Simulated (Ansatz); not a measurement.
H2OSSi, SMILES `O[Si]S` (lower singlet; H–O–Si–S torsion 0°, O–Si–S–H torsion 0°) (charge 0, multiplicity 1). This singlet lies 2.18 eV below the relaxed triplet at the level frozen-core CCSD(T)/cc-pVTZ // PBE0-D3(BJ)/def2-TZVP (Ansatz, a program for electronic structure).

Method: PBE/cc-pVTZ // PBE0-D3(BJ)/def2-TZVP in Ansatz.

Ansatz 0.2 input:
```yaml
crystal:
  periodic: [false, false, false]
  atoms:
    - { symbol: O, position_ang: [-1.401142, 0.024772, -0.153496] }
    - { symbol: Si, position_ang: [-0.437278, -1.252202, -0.541443] }
    - { symbol: S, position_ang: [1.584866, -0.464359, -0.384241] }
    - { symbol: H, position_ang: [-1.055526, 0.890309, 0.078083] }
    - { symbol: H, position_ang: [1.309077, 0.801477, -0.019571] }
basis:
  gaussian: { orbitals: cc-pVTZ }
hamiltonian:
  xc: pbe
```

Output:

```
Functional definition: PBE
830 factors; their error is unknown
mean field evaluation 1: about -20778.0558 eV, gradient 6.3e1 eV
mean field evaluation 2: about -20721.9348 eV, gradient 1.6e2 eV
mean field evaluation 4: about -20783.7207 eV, gradient 1.7e1 eV
mean field evaluation 8: about -20784.5526 eV, gradient 9.0e-2 eV
mean field evaluation 16: about -20784.5183 eV, gradient 2.7e-5 eV
mean field -20784.51825517 eV, -763.8169576250 hartree, gradient 2.7e-5 eV, S^2 0.000000; 0 other end points of the search recorded, 0 dependent functions left out
reference -20784.51828478 eV, -763.8169587133 hartree; 20, 20 occupied and 106, 106 virtual orbitals, 830 factors
Total energy: -20784.51828478 eV, -763.8169587133 hartree
```
